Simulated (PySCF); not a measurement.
Isomers of C7H10O2S, from PBE0-D3(BJ)/def2-SVP geometry optimisation, gas phase (PySCF 2.14.0). One conformer each, no zero-point energy, no frequencies.

Problem. Which isomer lies lower at this level?
A. `[CH3:1][C:2]1=[CH:3][CH:4]=[CH:5][C@H:6]1[S:7]([CH3:8])(=[O:9])=[O:10]` with C5–C6–S7–C8 62°: A = 1813, B = 1095, C = 850.8 MHz, dipole 4.20 D
B. `[CH2:1]=[C:2]([CH3:3])[C@@H:4]1[CH:5]=[CH:6][S:7](=[O:8])(=[O:9])[CH2:10]1` with C1–C2–C4–C5 -124°, C2–C4–C5–C6 -112°, C5–C6–S7–O8 103°, C6–S7–C10–C4 16°, C2–C4–C10–S7 106°: A = 2444, B = 821.8, C = 775.1 MHz, dipole 4.86 D

Solution. A. That is `CC1=CC=C[C@H]1S(C)(=O)=O`, 12.2 kcal/mol below the other.

```
                     SMILES                                                               mapped SMILES      E (Eh)  relative (kcal/mol)  relative (kJ/mol)  dipole (D)
   CC1=CC=C[C@H]1S(C)(=O)=O      [CH3:1][C:2]1=[CH:3][CH:4]=[CH:5][C@H:6]1[S:7]([CH3:8])(=[O:9])=[O:10]  -820.27611                  0.0                0.0        4.20
C=C(C)[C@@H]1C=CS(=O)(=O)C1  [CH2:1]=[C:2]([CH3:3])[C@@H:4]1[CH:5]=[CH:6][S:7](=[O:8])(=[O:9])[CH2:10]1  -820.25673                 12.2               50.9        4.86
```
